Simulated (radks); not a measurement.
The numbers below are computed, except where a source is named.
Problem. All-electron atom: Ga5+ in [Ar] 3d8. Code: a radial shooting solver on a logarithmic mesh with Libxc functionals. Model: Dirac Kohn-Sham, LDA (Slater exchange, Perdew-Wang correlation), spin-unpolarised, spherical densities, finite nucleus; open shells fill j = l - 1/2 first; Fermi nuclear charge, rms radius 3.9973 fm. Some entries of the table are withheld. Estimate them.

| orbital | occ. | eigenvalue (hartree) | <r> (bohr) | r(max) (bohr) |
|---|---|---|---|---|
| 1s1/2 | 2 | -378.3693 | (1) | 0.03183 |
| 2s1/2 | 2 | -49.55961 | (2) | 0.1828 |
| 2p1/2 | 2 | -44.29322 | 0.1885 | (3) |
| 2p3/2 | 4 | -43.27931 | 0.1920 | (4) |
| 3s1/2 | 2 | -8.52377 | 0.6422 | (5) |
| 3p1/2 | 2 | -6.80741 | 0.6550 | (6) |
| 3p3/2 | 4 | -6.66690 | 0.6646 | (7) |
| 3d3/2 | 4 | -3.74823 | 0.7058 | 0.5129 |
| 3d5/2 | 4 | -3.72799 | 0.7094 | 0.5154 |

Solution. 
(1) 1s1/2 <r> (bohr): 0.04867
(2) 2s1/2 <r> (bohr): 0.2180
(3) 2p1/2 r(max) (bohr): 0.1445
(4) 2p3/2 r(max) (bohr): 0.1474
(5) 3s1/2 r(max) (bohr): 0.5618
(6) 3p1/2 r(max) (bohr): 0.5562
(7) 3p3/2 r(max) (bohr): 0.5643
